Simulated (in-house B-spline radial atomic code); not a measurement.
A fraction x of an electron is removed from 2s in Si²⁺, starting from [Ne] 3s2 and keeping the highest spin. Level of theory: non-relativistic LDA PW92, spin-polarised, spherical fractional occupations, point nucleus; calculated with a radial B-spline atomic code at the basis-set limit.

| x | E(x) - E(0) (eV) | 2s down level (eV) |
| --- | --- | --- |
| 0 | 0.0000 | -159.422 |
| 0.1 | 16.0959 | -162.499 |
| 0.22 | 35.8185 | -166.216 |
| 0.32 | 52.5958 | -169.334 |
| 0.48 | 80.0907 | -174.359 |
| 0.5 | 83.5842 | -174.990 |
| 0.54 | 90.6091 | -176.255 |
| 0.73 | 124.6705 | -182.295 |
| 0.8 | ? | ? |
| 0.92 | ? | ? |
| 1 | 175.0591 | - |

Question: What belongs in the row x = 0.8?

Answer: An energy change of 137.5095 eV; 2s down at -184.535 eV.

Question: What belongs in the row x = 0.92?

Answer: An energy change of 159.8847 eV; 2s down at -188.390 eV.

Question: Check Janak's theorem between x = 0.1 and 0.22.

Answer: The slope of the energy is 164.36 eV; the orbital levels give 164.36 eV (-ε of the emptying orbital, averaged over the two points).
